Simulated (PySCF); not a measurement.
Method: PBE in PySCF with Sr def2-SVPD with ECP28, Cl def2-SVPD; scalar-relativistic core potentials, no spin–orbit coupling; density-fitted integrals. Open shells, if any, are unrestricted.

Q: What shape and geometry does isolated singlet SrCl₃⁻ take (every ligand bound to Sr)?

A: Counting electrons, strontium keeps none of its valence electrons outside its bonds, so the VSEPR class is AX3 and the expected shape is trigonal planar (D3h), as computed. The lowest minimum found is a singlet of D3h symmetry with Sr–Cl 2.730 Å (×3); Cl–Sr–Cl 120.0° (×3). Its harmonic wavenumbers are 63 (a2''), 63 (e'), 220 (a1'), 258 (e') cm⁻¹ and its dipole moment is 0.00 D about the centre of mass.

Only a few start shapes were tried, so a lower isomer may exist. The lowest empty level of this anion is unbound, so it and the gap depend on the basis.
